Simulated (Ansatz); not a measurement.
`B[SiH](F)F` + H–F → `F[SiH](F)F` + BH₃ at 400 K and 1 bar (cleavage of the Si–B bond).

Calculated with Ansatz (gas phase, PBE0-D4/def2-TZVP geometries, no zero-point term in ΔE). CBS: MP2 limit from def2 TZ/QZ plus the TZ coupled-cluster correction, frozen cores. This one scheme is used for every species.

```tsv
species	CCSD(T)/CBS energy (Eh)	H − E (kJ/mol)	S (J/(mol·K))
`B[SiH](F)F`	-515.35308	117.2	346.6
H–F	-100.39570	36.5	182.2
`F[SiH](F)F`	-589.26725	67.9	298.2
BH₃	-26.55200	82.6	199.4
```

H − E and S are ideal-gas, rigid-rotor, harmonic terms from PBE0-D4/def2-TZVP. 1 Eh = 2625.50 kJ/mol, R = 8.31446 J/(mol·K).

Question: By hand: ΔE, ΔH, ΔS and ΔG.

Answer: ΔE = (-589.26725) + (-26.55200) − (-515.35308) − (-100.39570) = -0.07047 Eh = -185.0 kJ/mol. Δ(H − E) = 67.9 + 82.6 − 117.2 − 36.5 = -3.2, so ΔH = -188.2 kJ/mol. ΔS = 298.2 + 199.4 − 346.6 − 182.2 = -31.2 J/(mol·K). ΔG = -188.2 − 400 × (-31.2)/1000 = -175.7 kJ/mol.

Question: By hand: the equilibrium constant, and the temperature at which ΔG would vanish if ΔH and ΔS stayed fixed.

Answer: log₁₀ K = −ΔG/(RT ln 10) = 22.9. ΔG = 0 at ΔH/ΔS = 6032 K, far beyond where these terms or the molecules hold.

ΔH outweighs TΔS. A doubt of 5 kJ/mol in ΔE shifts log₁₀ K by 0.7 here. Modes under 60 cm⁻¹, often nearly free rotors, make the harmonic entropy too high. These are equilibria of isolated gas molecules and say nothing of rates. Largest T1 diagnostic: 0.012 (customary marks: 0.02 for closed shells, 0.045 for open ones).
